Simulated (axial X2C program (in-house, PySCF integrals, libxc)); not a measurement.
# What spin–orbit coupling does to NbCl⁺

All values were computed with an axial X2C code built on PySCF integrals. Spin-free means the one-electron spin-free X2C Hamiltonian; two-component (2c) means X2C with spin–orbit coupling and atomic mean-field two-electron Coulomb and Gaunt terms, so the difference of the two also holds small scalar two-electron terms. Basis: Nb dyall-cv3z [11s12p9d5f3g], Cl dyall-av3z [9s8p3d2f] (cores contracted in-house); Gaussian nuclei, density fitting, unrestricted open shells. Masses: Nb 92.906 u, Cl 34.969 u.

Spin-free state: M_S = 3/2, Λ = 0 (beyond evenly filled blocks: σα, δ+α, δ-α); fragments Nb+ + Cl.

| level | Re (Å) | ωe (cm⁻¹) | De (eV) | μ (D) |
| --- | --- | --- | --- | --- |
| PBE0 | 2.180 | 469.1 | 4.101 | -4.56 |
| HF | 2.259 | 423.8 | 2.505 | -6.89 |
| MP2 | 2.203 | 450.0 | 4.058 | n/a |
| BLYP | 2.205 | 449.3 | 4.444 | -3.90 |

Correlated methods: 11 electrons correlated (number of frozen shells: Nb 4 s, 3 p, 1 d; Cl 2 s, 1 p), 293 virtual spin orbitals or spinors in MP2.

Dipoles are positive if Cl is the positive end and refer to the centre of mass.

Two-component determinant lowest at the distance of the search:

Ω = 3/2 (⟨Sz⟩ = 1.49, ⟨Lz⟩ = 0.01 at HF); fragments Nb+ + Cl.

```csv
level,Re (Å),ωe (cm⁻¹),μ (D)
PBE0,2.180,468.8,-4.55
HF,2.260,423.4,-6.89
MP2,2.204,449.3,n/a
BLYP,2.206,448.9,-3.89
```

(1) From the two tables, how do the constants change at the MP2 level (2c against spin-free)?

The state is a single determinant with fixed occupations, the lowest that a limited PBE0 search found. Dissociation energies refer to the lowest single-determinant-based atoms at the same level and basis. De is not given where an atomic determinant may have missed its ground term or J level, or where the truncated virtual space spoils (T). Density functionals use the spin component along the axis (collinear). Other states lie close and PBE0, whose exact exchange favours high spin, may order them wrongly; the determinant shown need not be the ground state. The nearest other spin-free determinant of the search, M_S = 3/2, Λ = 1, lies 0.31 eV up at the distance of the search. The functionals have no current-density term, which raises determinants with orbital currents, atoms included. With several unpaired electrons one determinant need not be a pure state. The outer-core s and p shells of the metal are frozen in the correlated rows, which leaves out core–valence correlation; for alkali and alkaline-earth bonds that tends to lengthen them. This is the top spin component of a Σ state; components of lower Ω are not single determinants and can lie lower. With the outer-core shells frozen, correlated bond lengths of heavy atoms tend to come out a few hundredths of an ångström too long.

Answers

(1) At the MP2 level Re goes up by 0.001 Å and ωe drops by 0.7 cm⁻¹.
